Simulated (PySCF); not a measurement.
CH₅B, SMILES BC. Heavy atoms are numbered as in [BH2:1][CH3:4]. Hydrogens are named by the atom that carries them.

The structure is a stationary point at B3LYP-D3(BJ)/def2-TZVP.

The numbers are results of M06-2X/def2-TZVPD run with PySCF, not measurements.

ESP charges are fitted to the potential on shells at 1.4 to 2.0 van der Waals radii. Atomic charges (e), one atom of each kind:

| atom | ESP fit | IAO |
|---|---|---|
| B1 (BH2) | (withheld) | 0.10 |
| H on B1 | (withheld) | 0.00 |
| C4 (CH3) | (withheld) | -0.59 |
| H on C4 | (withheld) | 0.18 |

Q: Complete the blanks. (The exact figures need the calculation; the answer reports its results.)

A: 
- B1 (BH2), ESP fit: 0.51
- H on B1, ESP fit: -0.17
- C4 (CH3), ESP fit: -0.56
- H on C4, ESP fit: 0.14
